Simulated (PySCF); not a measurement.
Choosing a molecule for a target property.

All species are isolated and taken at one optimised geometry, non-relativistic unless stated. Electronic properties by PySCF.

The conformers computed, where there is a choice (atom-mapped SMILES and torsion angles):
- `[CH3:1][CH2:2][O:3][C:4](=[O:5])[C@@H:6]([CH3:7])[CH2:8][CH3:9]`: C1–C2–O3–C4 -82°, C2–O3–C4–O5 -1°, O3–C4–C6–C7 120°, C4–C6–C8–C9 63°
- `[CH3:1][CH:2]([CH3:3])[CH2:4][C@H:5]([CH3:6])[C:7](=[O:8])[F:9]`: C1–C2–C4–C5 64°, C2–C4–C5–C6 177°, C4–C5–C7–O8 -123°
- `[CH3:1]/[C:2](=[CH:3]\[F:4])[O:5][C:6]([CH3:7])([CH3:8])[CH3:9]`: C1–C2–O5–C6 180°, C2–O5–C6–C7 180°

**Question.** Wanted: smallest rotational constant below 0.85 GHz (GFN2-xTB) and HOMO–LUMO gap below 8.3 eV (PBE0/pcSseg-1), at GFN2-xTB geometries. Which candidate meets both?
A. `CC1(C)C[Si@@H]([SiH3])[SiH2]1`
B. `C#CCC`
C. `CCOC(=O)[C@@H](C)CC`
D. `C[C@@H](CC(C)C)C(=O)F`

**Answer.** A. Computed values:
```
                      species  smallest rotational constant  HOMO–LUMO gap
CC1(C)C[Si@@H]([SiH3])[SiH2]1                     0.815 GHz        6.59 eV
          CCOC(=O)[C@@H](C)CC                     0.887 GHz        8.27 eV
        C[C@@H](CC(C)C)C(=O)F                     0.955 GHz        8.38 eV
                        C#CCC                     4.185 GHz        8.87 eV
```

**Question.** Wanted: dipole moment between 1 D and 2.7 D (PBE0/pcSseg-1) and HOMO energy below -7.5 eV (PBE0/pcSseg-1), at GFN2-xTB geometries. Which candidate meets both?
A. `CC(C)C[C@H](C)C(=O)F`
B. `C#CCC`
C. `CC1(C)C[Si@@H]([SiH3])[SiH2]1`
D. `C(/OC(C)(C)C)(=C\F)C`
E. `CCOC(=O)[C@@H](C)CC`

**Answer.** E. Computed values:
```
                      species  dipole moment  HOMO energy
CC1(C)C[Si@@H]([SiH3])[SiH2]1         0.58 D     -7.26 eV
                        C#CCC         0.79 D     -7.71 eV
          CCOC(=O)[C@@H](C)CC         1.67 D     -7.83 eV
         C(/OC(C)(C)C)(=C\F)C         2.30 D     -6.25 eV
         CC(C)C[C@H](C)C(=O)F         3.08 D     -8.67 eV
```
